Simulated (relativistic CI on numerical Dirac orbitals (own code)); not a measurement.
## Rh⁵⁺: resonant inelastic scattering at the M2,3 edge

Computed with this model: Dirac-Coulomb-Breit CI, KLI orbitals optimised for each configuration, QED by a radiative potential, Kramers-Heisenberg scattering through one core-hole configuration in a parametric crystal field, unscaled Slater integrals; configurations [Kr] 4d4 → [Ne] 3s2 3p5 3d10 4s2 4p6 4d5; 10 K; core-hole width 3 eV; summed over polarisations. Incident energies are the highest absorption maxima for each field (at most a few, so the weaker spin-orbit partner edge can be absent), on the computed scale of the free ion. Intensities are in per cent of the strongest line above 0.02 eV; levels within 1 cm⁻¹ are merged; final levels count from the ground level, the first row holds all elastic scattering, lines under 0.4 are left out and each table stops after 24 rows. The scale of the Slater integrals is a model choice and moves the terms in proportion.

Field parameters in Wybourne normalisation: Oh B⁴₀ = 21Dq, B⁴₄ = √(5/14) B⁴₀. The field is a parameter set, without covalency.

S is read from ⟨S²⟩ = S(S + 1).

Oh, 10Dq = 44900 cm⁻¹:

```tsv
Final level (eV)	Degeneracy	Irrep	S	504.7 eV	508.3 eV	533.7 eV
0.000	1	A1	1.01	721.0	997.5	99.6
0.144	3	T1	1.01	63.8	6.7	7.1
0.338	2	E	1.01	20.5	8.6	13.6
0.339	3	T2	1.00	30.5	25.3	6.7
1.842	3	T2	0.05	23.1	6.4	3.3
2.013	2	E	0.03	20.6	11.6	2.5
2.580	3	T2	1.99	3.0	35.1	18.8
2.585	2	E	1.99	2.9	24.0	17.9
2.590	3	T1	1.99	1.6	10.5	4.8
2.595	1	A1	1.99	5.6	59.3	17.9
3.802	1	A1	0.06	37.0	16.1	4.2
5.303	3	T1	1.00	28.1	90.7	56.5
5.315	1	A1	1.00	3.2	22.2	17.1
5.339	3	T2	1.00	0.8	0.7	4.7
5.373	3	T1	1.01	17.0	100.0	13.1
5.523	2	E	1.01	2.8	18.9	8.1
5.553	3	T2	1.00	0.1	1.6	0.1
5.556	3	T1	1.01	5.1	35.2	20.3
5.577	2	E	1.00	0.8	6.8	2.2
5.678	3	T2	1.00	2.8	14.4	3.8
5.842	3	T1	1.00	3.3	16.9	2.8
6.048	3	T2	1.01	1.2	10.8	16.4
6.396	3	T2	1.00	14.1	41.2	0.9
6.416	3	T1	1.01	0.4	1.8	7.2
```

Oh, 10Dq = 33300 cm⁻¹:

```
Final level (eV)  Degeneracy  Irrep     S  507.2 eV  532.6 eV
           0.000           1     A1  1.07    1233.4      77.5
           0.154           3     T1  1.07       5.6       6.9
           0.351           2      E  1.06       4.1      22.5
           0.362           3     T2  1.02      32.5      15.8
           1.233           3     T2  1.98      32.3      13.0
           1.250           2      E  1.96      12.6      10.4
           1.262           3     T1  1.95      12.0       2.0
           1.272           1     A1  1.95      41.4      14.3
           1.827           3     T2  0.08      14.1       8.8
           2.011           2      E  0.06      19.2       5.7
           3.511           1     A1  0.27      41.2      15.8
           3.934           3     T1  1.00     100.0      42.2
           3.969           1     A1  0.94      12.6       9.9
           3.977           3     T2  1.00       0.9       3.3
           3.990           3     T1  1.03      84.7       6.7
           4.139           2      E  1.04      16.9       7.1
           4.166           3     T1  1.04      21.3      17.7
           4.190           3     T2  1.02       3.0       0.1
           4.220           2      E  1.00       3.7       0.9
           4.303           3     T2  1.01      12.7       3.3
           4.479           3     T1  1.00      16.4       1.2
           4.584           3     T2  1.10       9.1      11.7
           4.962           3     T2  1.24      44.8       0.7
           4.993           3     T1  1.20       0.5       3.3
```

Oh, 10Dq = 18650 cm⁻¹:

| Final level (eV) | Degeneracy | Irrep | S | 506.7 eV |
| --- | --- | --- | --- | --- |
| 0.000 | 1 | A1 | 1.88 | 2035.3 |
| 0.106 | 2 | E | 1.97 | 100.0 |
| 0.131 | 3 | T2 | 1.98 | 24.3 |
| 0.867 | 1 | A1 | 1.17 | 90.9 |
| 0.966 | 3 | T1 | 1.10 | 21.4 |
| 1.055 | 3 | T2 | 1.01 | 5.6 |
| 1.087 | 2 | E | 1.04 | 4.3 |
| 2.282 | 1 | A1 | 1.87 | 42.4 |
| 2.284 | 3 | T2 | 1.18 | 50.2 |
| 2.310 | 3 | T1 | 1.92 | 56.8 |
| 2.360 | 3 | T2 | 1.63 | 35.2 |
| 2.374 | 2 | E | 1.49 | 26.2 |
| 2.437 | 3 | T1 | 1.89 | 21.8 |
| 2.565 | 3 | T2 | 1.78 | 3.9 |
| 2.595 | 2 | E | 1.06 | 0.9 |
| 2.873 | 3 | T1 | 1.01 | 16.2 |
| 2.922 | 3 | T2 | 0.98 | 3.6 |
| 2.936 | 1 | A1 | 1.17 | 15.0 |
| 3.005 | 3 | T1 | 1.11 | 60.1 |
| 3.170 | 2 | E | 1.00 | 3.9 |
| 3.204 | 3 | T1 | 1.14 | 3.0 |
| 3.209 | 3 | T2 | 1.00 | 2.8 |
| 3.258 | 2 | E | 1.03 | 2.4 |
| 3.401 | 3 | T1 | 1.00 | 13.1 |

For the first field the strongest loss at the lowest incident energy is the level at 0.14 eV (S = 1.01, against 1.01 in the thermal ground state). Levels of other spin, the first over 8 % at 1.84 eV, appear because spin-orbit coupling of the core hole, and in heavier ions of the valence shell too, mixes spins.
